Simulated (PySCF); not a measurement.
Electronic structure of Sb (antimony, neutral) at the UHF level

Configuration: [Kr] 4d10 5s2 5p3, high-spin 4S determinant. Computed with PySCF 2.14 in aug-cc-pVTZ-PP with ECP28MDF, with scalar relativity through the core potential.

- Total energy: -239.277766 hartree
- One-electron energy: -419.6219 hartree
- Hartree (Coulomb) energy: 198.7975 hartree
- Exchange energy: -18.4534 hartree
- ⟨S²⟩: 3.7525
- ⟨L²⟩: 0.000
- Sum of ⟨r⟩: 30.37 bohr
- Sum of ⟨r²⟩: 59.31 bohr²

| shell | electrons | mean orbital energy (eV) | rms radius, mean of both spins (bohr) |
| --- | --- | --- | --- |
| 4s α | 1 | -177.56 | 0.849 |
| 4s β | 1 | -177.22 | 0.849 |
| 4p α | 3 | -124.97 | 0.917 |
| 4p β | 3 | -124.62 | 0.917 |
| 4d α | 5 | -44.074 | 1.11 |
| 4d β | 5 | -43.749 | 1.11 |
| 5s α | 1 | -19.908 | 2.45 |
| 5s β | 1 | -13.815 | 2.45 |
| 5p α | 3 | -9.097 | 3.08 |

Energies and moments cover only the electrons outside the core potential.
